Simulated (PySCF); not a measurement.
## NdH3(NH3) at several levels of theory

Computed with PySCF 2.14.0 (density fitting, no spin-orbit coupling) at the geometry relaxed with PBE0:

```xyz
8
NdH3(NH3) (singlet in the valence; each metal's 4f electrons, 3 of them, lie in its core potential, out of spins and levels)
Nd    0.2490   -0.2490    0.2490
H     1.2711    1.2562    1.2711
H    -1.2562   -1.2711    1.2711
H     1.2711   -1.2711   -1.2562
N    -1.2456    1.2456   -1.2456
H    -1.8568    1.8568   -0.6996
H    -0.6996    1.8568   -1.8568
H    -1.8568    0.6996   -1.8568
```

```json
{"level": "PBE0", "basis": "Nd lcecp-1-SVP with ECP49, H def2-SVP, N def2-SVP", "state": "singlet", "HOMO (eV)": "-6.10", "gap (eV)": "5.46", "charge on Nd1 (e)": "0.55", "population of f-type functions on Nd1 (polarisation alone where 4f lies in the core)": "0.03", "dipole about the centre of mass (D)": "6.03", "largest force component (eV/Å)": "0.00"}
{"level": "B3LYP", "basis": "the same", "state": "singlet", "HOMO (eV)": "-5.92", "gap (eV)": "5.02", "charge on Nd1 (e)": "0.49", "population of f-type functions on Nd1 (polarisation alone where 4f lies in the core)": "0.02", "dipole about the centre of mass (D)": "6.05", "largest force component (eV/Å)": "0.06"}
{"level": "PBE0", "basis": "Nd lcecp-1-TZVP with ECP49, H def2-TZVP, N def2-TZVP", "state": "singlet", "HOMO (eV)": "-6.14", "gap (eV)": "5.41", "charge on Nd1 (e)": "0.80", "population of f-type functions on Nd1 (polarisation alone where 4f lies in the core)": "0.04", "dipole about the centre of mass (D)": "5.94", "largest force component (eV/Å)": "0.21"}
```

In the lcecp rows the 4f levels are missing from HOMO and gap, and the state counts the valence alone.

Charges are Mulliken's, which hang on the basis. The relaxation used the grid (50, 194), these runs (75, 302) or, all-electron (x2c bases, spin-free X2C Hamiltonian), (99, 590).

Q: What does TPSS with Nd lcecp-1-SVP with ECP49, H def2-SVP, N def2-SVP give here?

A: state singlet, HOMO (eV) -5.12, gap (eV) 3.82, charge on Nd1 (e) 0.63, population of f-type functions on Nd1 (polarisation alone where 4f lies in the core) 0.02, dipole about the centre of mass (D) 6.04, largest force component (eV/Å) 0.18. Time: 5.9 s on 2 threads of Arm Neoverse V1 (shared host), from an already converged density.

In the first row's basis the gap widens with exact exchange: 3.8 eV for TPSS (none); 5.0 to 5.5 eV for B3LYP, PBE0 (a fixed share).

A frequency check found unstable modes (1, the lowest at -11 cm⁻¹), so the relaxed geometry is a saddle point, or these are noise. An lcecp potential fixes the number of 4f electrons, so in runs with it no electron can move into or out of that shell.
